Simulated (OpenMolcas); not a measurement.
Levels of Cr3+ by method

| Property | Result |
| --- | --- |
| Program | OpenMolcas |
| Basis | ANO-RCC-VDZP [5s4p2d1f] |
| Scalar Hamiltonian | DKH2, point nucleus |
| Active space | 3 electrons in 5 orbitals (3d) |
| State averaging | 2S+1 = 4 even, 10 roots; 2S+1 = 2 even, 40 roots |
| Spin-orbit coupling | state interaction with AMFI integrals over the reference wave functions, term energies averaged over their components |

Methods on the same reference wave functions:
A. CASSCF
B. SS-CASPT2, IPEA 0.25 Eh, imaginary shift 0.1 Eh (closed shells correlated: 3s 3p)
C. MS-CASPT2, IPEA 0.25 Eh, imaginary shift 0.1 Eh (closed shells correlated: 3s 3p)

Energies in cm-1 above 3d3 4F 3/2, the measured ground level; measured values from Sugar and Corliss, J. Phys. Chem. Ref. Data 6, 317 (1977).

```csv
Level,A,B,C,Measured
3d3 4F 3/2,0.0,0.0,0.0,0.0
3d3 4F 5/2,260,262,262,236
3d3 4F 7/2,615,618,618,556
3d3 4F 9/2,1060,1061,1061,946
3d3 4P 1/2,17843,14950,14940,14059
3d3 4P 3/2,17958,15070,15050,14177
3d3 2G 7/2,18124,15580,15580,15052
3d3 4P 5/2,18260,15360,15360,14471
3d3 2G 9/2,18493,15960,15960,15402
3d3 2P 1/2,23903,21740,20360,19519
3d3 2H 9/2,23943,22020,22390,21066
3d3 2P 3/2 [62 %],24035,22340,20240,
3d3 2H 11/2,24225,22300,22680,21321
3d3 2D 3/2(1) [63 %],26047,20760,21470,20650
3d3 2D 5/2(1),26294,21470,21470,20664
3d3 2F 7/2,41201,36220,36220,34363
3d3 2F 5/2,41362,36380,36380,34556
3d3 2D 5/2(2),64284,56130,56130,52975
3d3 2D 3/2(2),64476,56320,56330,53142
```

Deviations, from unrounded energies. A percentage is the sum of absolute deviations over the sum of measured energies, with the sign that they share, or ± where signs differ.

| Against measurement | Levels | A | B | C |
| --- | --- | --- | --- | --- |
| mean absolute deviation (cm-1) | 17 | 4400 | 1100 | 1100 |
| fine structure of the ground term (%) | 3 | +11.4 | +11.8 | +11.8 |
| other terms of the ground configuration (%) | 14 | +21.3 | +5.4 | +5.4 |

B, C lie about equally close to measurement and A furthest from it. The largest miss of B in the table is 3d3 2D 3/2(2), by +3200 cm-1. The ranking rests on the paired levels alone, and a cruder setting can come out closer through cancelling errors.

Between B and C the level of the table that moves most is 3d3 2P 3/2 [62 %], by 2100 cm-1 (lowest in C, highest in B). Moves below CASPT2's spread within the term are not significant.

The two smallest mean deviations differ by little beside CASPT2's spread within terms, so their order carries little weight.

From A to B the spin-free energies of the other terms of 3d3 shown, above 4F, scale by factors of 0.81 to 0.92, as is usual when dynamic correlation screens the repulsion within a d or f shell.

The lowest spin-free term lies below A's lowest term by 0.255 hartree in B, 0.255 hartree in C.

CASPT2 does not keep the components of a term degenerate, so their means are used; among the terms shown or strongly mixed into the levels shown the widest spread is 1000 cm-1 (3d3 4F, C). The basis is small and was not contracted for so high a charge. Without dynamic correlation excited terms often stand tens of per cent too high (terms of higher spin than the ground term too low), and those without a measured partner can miss by more than the paired ones (holds for A). The CASPT2 spread within a term exceeds the gap to the next term for 3d3 2P and 3d3 2H, so the order of their levels is uncertain (holds for B). Measured partners are found by configuration, term and J. A level has none where our copy of the source lacks it or the pairing is in doubt (some pairs that miss far off the trend of their configuration count as doubtful), and it then counts in no deviation. Only configurations of the active space appear.

A share in square brackets marks a mixed level and gives the weight of the term that names it, the lowest over the columns. A number in round brackets counts repeated terms of one configuration in the order of the reference energies.
